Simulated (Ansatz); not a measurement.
The same molecule with X = Cu, Ag, Au. Ansatz, PBE0-D4/def2-TZVP geometries, multiplicity 1. Each molecule was computed in one conformer, which needn't be the lowest.

Elements past krypton have def2 core potentials. Scalar relativity is left out up to krypton.

| X | molecule | mean X–P bond length / Å | mean X–S bond length / Å | HOMO–LUMO gap (ωB97M-V/def2-TZVPP) / eV | size of the dipole moment (PBE/def2-TZVPP) / D | HOMO–LUMO gap (PBE/def2-TZVPP) / eV |
| --- | --- | --- | --- | --- | --- | --- |
| Cu | `CC[P+](CC)(CC)[Cu-][S]C` | 2.194 | 2.143 | 8.56 | 7.68 | 2.93 |
| Ag | `CC[P+](CC)(CC)[Ag-][S]C` | 2.350 | 2.321 | 8.10 | 8.37 | 2.87 |

Give the row for X = Au, `CC[P+](CC)(CC)[Au-][S]C`. (Estimate.)

The calculation gave: 
```
 X                   molecule  mean X–P bond length / Å  mean X–S bond length / Å  HOMO–LUMO gap (ωB97M-V/def2-TZVPP) / eV  size of the dipole moment (PBE/def2-TZVPP) / D  HOMO–LUMO gap (PBE/def2-TZVPP) / eV
Au  `CC[P+](CC)(CC)[Au-][S]C`                     2.271                     2.293                                     8.38                                            7.48                                 3.09
```

From Cu to Au the mean X–P bond length isn't monotonic: highest at Ag, lowest at Cu; the mean X–S bond length isn't monotonic: highest at Ag, lowest at Cu; the HOMO–LUMO gap (ωB97M-V/def2-TZVPP) isn't monotonic: highest at Cu, lowest at Ag; the HOMO–LUMO gap (PBE/def2-TZVPP) isn't monotonic: highest at Au, lowest at Ag. Dipoles are sizes alone, and their direction can turn along the series.
